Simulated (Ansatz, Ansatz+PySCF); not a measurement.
```xyz
4

O     0.0000    0.0000   -0.8912
O     0.0000    0.0000    0.8912
B    30.0000    0.0000   -0.4592
H    30.0000    0.0000    2.2960
```

Basis set: 6-31G (spherical functions). Frozen core: 3 orbitals. Correlation on ROHF uses semicanonical orbitals with singles. Charge 0, multiplicity 3.

Computed with Ansatz (development build ahead of 0.2.0); each method stands on the lowest determinant of its kind that the runs found.

The atomization energy at this shape (free ground-state atoms in the same class of orbitals less the molecule, no zero-point energy) of triplet BHO₂:

| method | atomization energy |
| --- | --- |
| UHF-CCSD(T) | 0.66 eV |
| ROHF-MP2 | -2.36 eV |
| UHF | -0.53 eV |
| ROHF | -4.62 eV |
| ROHF-CCSD(T) | 2.72 eV |

Question: What does UHF-MP2 give?

Answer: -0.17 eV. Caution: the shape is not the minimum. Caution for UHF-CCSD(T), UHF-MP2, ROHF-MP2, ROHF-CCSD(T): a plain start can end on a higher determinant; large amplitudes, a single reference is doubtful. Caution for UHF-CCSD(T), ROHF-MP2: another reference gives a lower total. Caution for UHF-CCSD(T): the program doubts this total; the program finds a lower state of this spin. Caution for UHF-CCSD(T), UHF-MP2, UHF: the unrestricted determinant is a mixture of spin states. Caution for UHF-MP2, ROHF-MP2: forces differ strongly between restricted and unrestricted references. Caution for ROHF-MP2, ROHF, ROHF-CCSD(T): an unrestricted determinant lies well below. Caution for ROHF-MP2, ROHF: the molecule lies well above its atoms at this level. Caution for ROHF-CCSD(T): the amplitudes may be one of several solutions.

This basis has no polarisation functions and is too small for such energies, which can lie far from measured ones in either direction.
